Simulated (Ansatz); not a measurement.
Basis-set extrapolation for C2H3BOS, SMILES `BOC#CS` (PBE0-D4/def2-TZVP geometry, frozen core, Ansatz 0.2.0). Multiplicity 1, RHF reference.

```tsv
	def2-TZVPP	def2-QZVPP
HF	-574.580841	-574.600037
MP2 correlation	-0.799046	-0.858928
CCSD(T) correlation	-0.869711	not run
```

Energies in hartree. Use E(X) = E(∞) + A·exp(−7.88·√X) for Hartree–Fock and E(X) = E(∞) + B·X^(−2.97) for correlation, with X = 3 and 4, and add CCSD(T) minus MP2 of the smaller set to the MP2 limit.

**Question.** What is the CCSD(T) energy at the basis-set limit?

**Answer.** HF limit: -574.600037 + (-0.019196) × 0.13774 = -574.60268. MP2 limit: -0.858928 + (-0.059882) × 0.74074 = -0.90328. Higher-order term: -0.869711 − (-0.799046) = -0.07066. Total: -575.57662 hartree, 331.0 kJ/mol below CCSD(T)/def2-TZVPP.
